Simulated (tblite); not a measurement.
Species: C5H8FO2 (doublet state).
Geometry (GFN2-xTB, Å), atoms numbered from 1 in this order:
```xyz
16
C5H8FO2 angstrom
C      2.590    0.359    0.744
C      1.826   -0.392   -0.262
O      0.566    0.201   -0.578
C     -0.355    0.118    0.439
O     -0.956   -1.177    0.588
C     -2.273   -0.663    0.380
C     -1.712    0.726    0.072
F     -2.148    1.735    0.880
H      2.410    1.407    0.879
H      3.398   -0.112    1.266
H      1.674   -1.436    0.050
H      2.348   -0.415   -1.234
H      0.060    0.461    1.400
H     -2.867   -0.699    1.297
H     -2.790   -1.169   -0.435
H     -1.781    1.064   -0.963
```

Method: GFN2-xTB as coded in tblite; computed harmonic values from a numerical Hessian at the method's own geometry, unscaled. This tight-binding method is rough: wavenumbers can miss measured ones by several per cent, in bad cases by 10 to 20. One conformer, not necessarily the lowest. Open shells enter through the occupations alone, without spin polarisation, and single modes of such species can be off by tens of per cent.

Harmonic wavenumbers (cm⁻¹): 51.1, 80.3, 121.7, 164.2, 193.1, 292.2, 312.1, 428.0, 441.0, 503.4, 549.0, 712.3, 859.7, 881.8, 927.7, 985.9, 1035.9, 1047.0, 1054.9, 1082.1, 1097.9, 1115.3, 1122.9, 1131.9, 1156.7, 1199.1, 1226.0, 1240.6, 1291.7, 1298.5, 1324.0, 1371.4, 1410.8, 1451.4, 2797.7, 2846.9, 2860.5, 2954.4, 2972.7, 2989.7, 3144.2, 3196.1.

A = 3981, B = 1281, C = 1098 MHz; mass 119.051 u (most abundant isotopes); point group C1, symmetry number 1; spin multiplicity 2.

Task: Zero-point energy?

Result: Half the sum of the wavenumbers: 26462 cm⁻¹ = 75.66 kcal/mol.

Task: Give the ideal-gas entropy at 298.15 K and 1 bar in the rigid-rotor, harmonic-oscillator model (classical rotation).

Result: Translation 40.26, rotation 28.44, vibration 23.79, spin (R ln 2) 1.38: S = 93.9 cal/(mol K).

Task: And Cp and H(298.15 K) − H(0)?

Result: Cp = 32.72 cal/(mol K), of which vibrations give 24.77 (their classical limit is 42 R = 83.5); H(298.15 K) − H(0) = 6.10 kcal/mol without the zero-point energy, 3.73 from vibrations.

Task: Blend soft modes into free rotors: weight 1/[1 + (100 cm⁻¹/ν̃)⁴] for the oscillator and the rest for a rotor with moment μB/(μ + B), μ = h/(8π²ν), B = 10⁻⁴⁴ kg m². What vibrational entropy results?

Result: 21.91 cal/(mol K) in place of 23.79, which changes −T·S at 298.15 K by +0.56 kcal/mol.

Task: What must be added to the electronic energy to get the Gibbs energy at 298.15 K and 1 bar?

Result: ZPE + [H(298.15 K) − H(0)] − T·S = 75.66 + 6.10 − 27.99 = 53.77 kcal/mol.

Task: How do the functions run with temperature in this model?

Result: 
| T (K) | S (cal/(mol K)) | Cp (cal/(mol K)) | H − H(0) (kcal/mol) | G − H(0) (kcal/mol) | ln q(vib) |
| --- | --- | --- | --- | --- | --- |
| 150 | 76.1 | 20.8 | 2.17 | -9.25 | 2.51 |
| 250 | 88.5 | 28.5 | 4.62 | -17.50 | 4.66 |
| 400 | 104.7 | 41.5 | 9.89 | -32.01 | 7.82 |
| 600 | 124.3 | 55.1 | 19.64 | -54.95 | 12.02 |
| 900 | 149.2 | 67.4 | 38.19 | -96.11 | 18.05 |

q(vib) and H(0) count from the zero-point level.

Hindered rotation and anharmonicity are outside this model. Other conformers, if any are populated, would add a mixing term that is left out. The structure is chiral; the term R ln 2 for an equal mix with its mirror image is left out.
